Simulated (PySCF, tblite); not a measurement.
Isomers of C5H11NP2. Level: GFN2-xTB in tblite, geometry and Hessian alike; calculated harmonic values, unscaled, isolated species. The method is semi-empirical: single wavenumbers can be off by several per cent or more. Modes of hydrogen on phosphorus can be 10 to 20 % off. One conformer each.

Electronic energies: PBE0/pcSseg-1 single points on the GFN2-xTB geometries (PySCF, gas phase).

```
           SMILES  electronic energy, lowest = 0 (kcal/mol)
      CP(CP)CCC#N                                       0.0
CCC1=C[P@]1(P)=NC                                      54.4
   C=CC/P=P/N(C)C                                       8.4
```

**Question.** How do GFN2-xTB zero-point energies change the relative energies?

**Answer.** 
| SMILES | ZPE (kcal/mol) | of it from modes above 1550 cm⁻¹ | electronic (kcal/mol) | with ZPE, lowest = 0 (kcal/mol) | lowest mode (cm⁻¹) | rings |
| --- | --- | --- | --- | --- | --- | --- |
| CP(CP)CCC#N | 91.0 | 48.1 | 0.0 | 0.0 | 40 | 0 |
| C=CC/P=P/N(C)C | 95.2 | 49.6 | 8.4 | 12.6 | 21 | 0 |
| CCC1=C[P@]1(P)=NC | 90.9 | 47.3 | 54.4 | 54.3 | 41 | 1 |

The zero-point energies span 4.3 kcal/mol, from `CCC1=C[P@]1(P)=NC` to `C=CC/P=P/N(C)C`. The order is unchanged.

**Question.** And how do the electronic energies of GFN2-xTB itself compare?

**Answer.** `CP(CP)CCC#N` 17.1; `C=CC/P=P/N(C)C` 0.0; `CCC1=C[P@]1(P)=NC` 46.6 kcal/mol, lowest = 0. Against the energies above, taken from the same isomer `CP(CP)CCC#N`, the largest difference is 25.5 kcal/mol.
